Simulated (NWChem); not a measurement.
MgO; SMILES [O]=[Mg]

```xyz
2

Mg     0.0000     0.0000    -0.7071
O      0.0000     0.0000     1.0356
```
Atoms are numbered in this order, from 1.

All runs: NWChem. All runs use the structure optimised with B3LYP/6-31G* (spherical d). Ions are spin-unrestricted doublets at the neutral geometry; other ion states weren't tried.

### Question
Taking Hartree-Fock/def2-QZVP as the yardstick, which of these has the fewest basis functions while keeping “vertical ionisation energy, ΔSCF (eV)” within 0.05 eV of it: Hartree-Fock/pcseg-2; Hartree-Fock/def2-TZVPP; Hartree-Fock/3-21G; Hartree-Fock/pcseg-1; Hartree-Fock/aug-pcseg-1?

### Answer
Hartree-Fock/aug-pcseg-1.
```csv
level,basis functions,"vertical ionisation energy, ΔSCF (eV)"
Hartree-Fock/3-21G,22,4.61
Hartree-Fock/pcseg-1,24,4.89
Hartree-Fock/aug-pcseg-1,37,5.01
Hartree-Fock/pcseg-2,49,4.98
Hartree-Fock/def2-TZVPP,63,5.00
Hartree-Fock/def2-QZVP,108,4.97
```

The yardstick is one finite set, not the basis-set limit.
